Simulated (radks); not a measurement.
Results of a calculation; reference values are marked as such.
Problem. All-electron atom: Zr+ in [Kr] 5s1 5p2 (not the ground configuration). Level of theory: scalar-relativistic Kohn-Sham, PBE, spin-polarised, spherical densities, point nucleus; open shells are filled with parallel spins first (spin-orbit coupling, left out, can overturn this in heavy ions) (a radial shooting solver on a logarithmic mesh with Libxc functionals). Some entries of the table are withheld. Estimate them.

| orbital | occ. | eigenvalue (hartree) | r(max) (bohr) | <r> (bohr) |
|---|---|---|---|---|
| 1s up | 1 | -655.6446 | 0.02414 | 0.03707 |
| 1s down | 1 | -655.6424 | 0.02414 | 0.03707 |
| 2s up | 1 | -91.36707 | 0.1370 | 0.1626 |
| 2s down | 1 | -91.36564 | 0.1370 | 0.1626 |
| 2p up | 3 | -81.53935 | 0.1095 | 0.1417 |
| 2p down | 3 | -81.53742 | 0.1095 | 0.1417 |
| 3s up | 1 | -15.46962 | 0.4082 | 0.4584 |
| 3s down | 1 | -15.46694 | 0.4082 | 0.4584 |
| 3p up | 3 | -12.26837 | 0.4022 | 0.4621 |
| 3p down | 3 | -12.26541 | 0.4022 | 0.4620 |
| 3d up | 5 | -7.01680 | 0.3474 | 0.4524 |
| 3d down | 5 | -7.01361 | 0.3474 | 0.4523 |
| 4s up | 1 | -2.56745 | 1.073 | 1.197 |
| 4s down | 1 | -2.55660 | 1.073 | 1.196 |
| 4p up | 3 | -1.73902 | (1) | 1.335 |
| 4p down | 3 | -1.72732 | (2) | 1.331 |
| 5s up | 1 | -0.51385 | 2.834 | 3.113 |
| 5p up | 2 | -0.34666 | 3.297 | 3.665 |

Solution. 
(1) 4p up r(max) (bohr): 1.167
(2) 4p down r(max) (bohr): 1.168
